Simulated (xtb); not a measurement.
H₄STi, SMILES [SH][TiH3], multiplicity 1. All values are semi-empirical tight-binding results from xtb (GFN2-xTB unless named), good for trends rather than for accurate numbers. Coordinates come from a GFN2-xTB optimisation. The spin state was assumed, not searched.

For metal compounds this method's bond lengths and energies can be far off.

Computed properties:
```yaml
orbital_gap: 1.50 eV
zero_point_energy: 14.6 kcal/mol
G − E(el) at 298.15 K (modified RRHO): -2.7 kcal/mol
```
